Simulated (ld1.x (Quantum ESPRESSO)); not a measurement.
**Reading a pseudo-wave (Ga (Z = 31))**

Columns: radius, all-electron u(r) and pseudo u(r) of the 4s shell (level -12.41 eV) of gallium in the configuration [Ar] 3d10 4s2 4p0.5; BLYP, scalar-relativistic, RRKJ scheme, ld1.x (Quantum ESPRESSO) 7.5.

```tsv
r (bohr)	all-electron	pseudo
0.130	-0.1907	-0.0317
0.260	0.0022	-0.0593
0.390	0.2676	-0.0830
0.520	0.3191	-0.1092
0.650	0.2116	-0.1480
0.780	0.0365	-0.2073
0.910	-0.1481	-0.2885
1.040	-0.3144	-0.3847
1.170	-0.4513	-0.4831
1.300	-0.5571	-0.5707
1.430	-0.6336	-0.6391
1.560	-0.6847	-0.6862
1.690	-0.7143	-0.7144
1.820	-0.7265	-0.7265
1.950	-0.7248	-0.7248
2.080	-0.7123	-0.7123
2.210	-0.6917	-0.6917
2.340	-0.6651	-0.6651
2.470	-0.6344	-0.6344
2.600	-0.6009	-0.6009
2.730	-0.5659	-0.5659
2.860	-0.5303	-0.5303
2.990	-0.4948	-0.4948
3.120	-0.4599	-0.4599
3.250	-0.4261	-0.4261
3.380	-0.3936	-0.3936
```

(1) How many radial nodes do the two functions have?

(2) At about which radius was the pseudo-wave matched?

(3) Where does each function peak?

(4) Is the pseudo-wave norm-conserving?

## Answers

(1) The all-electron 4s function has n − l − 1 = 3 (the table is too coarse to show those close to the nucleus); the pseudo-wave has 0, since the states of the same l below it are removed with the core.

(2) 1.75 bohr, where the columns begin to agree (steps of 0.13 bohr).

(3) Outermost all-electron maximum near 1.82 bohr, pseudo maximum near 1.82 bohr (to the table’s step).

(4) Yes: the RRKJ scheme keeps the norm inside the radius equal to the all-electron one, which fixes the energy derivative of the logarithmic derivative at the level.
